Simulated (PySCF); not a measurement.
The free ion Cu4+ in its d7 configuration.

Method (PySCF 2.14, density fitting): CASSCF(7,5) with orbitals averaged over all microstates of the shell, strongly contracted NEVPT2 on the averaged canonical orbitals; basis x2c-TZVPall; spin-free X2C; gas phase; spin-orbit coupling by state interaction with the mean-field operator over all roots.

CASSCF energies above the lowest CASSCF root:

```json
{"state": "4F", "CASSCF / cm⁻¹": "0"}
{"state": "4P", "CASSCF / cm⁻¹": "23836"}
{"state": "2G", "CASSCF / cm⁻¹": "24203"}
{"state": "2P", "CASSCF / cm⁻¹": "32148"}
{"state": "2H", "CASSCF / cm⁻¹": "32148"}
{"state": "2D", "CASSCF / cm⁻¹": "34982"}
{"state": "2F", "CASSCF / cm⁻¹": "55984"}
{"state": "2D", "CASSCF / cm⁻¹": "88068"}
```

Problem. How does dynamic correlation (SC-NEVPT2) move these states?

Solution. 
| state | NEVPT2 / cm⁻¹ | shift / cm⁻¹ |
| --- | --- | --- |
| 4F | 0 | 0 |
| 4P | 21464 | -2372 |
| 2G | 22944 | -1259 |
| 2P | 27457 | -4691 |
| 2H | 30941 | -1208 |
| 2D | 31846 | -3137 |
| 2F | 51532 | -4452 |
| 2D | 80788 | -7281 |

In the ligand-field fit B goes from 1589 to 1432 cm⁻¹, C goes from 5949 to 5634 cm⁻¹.
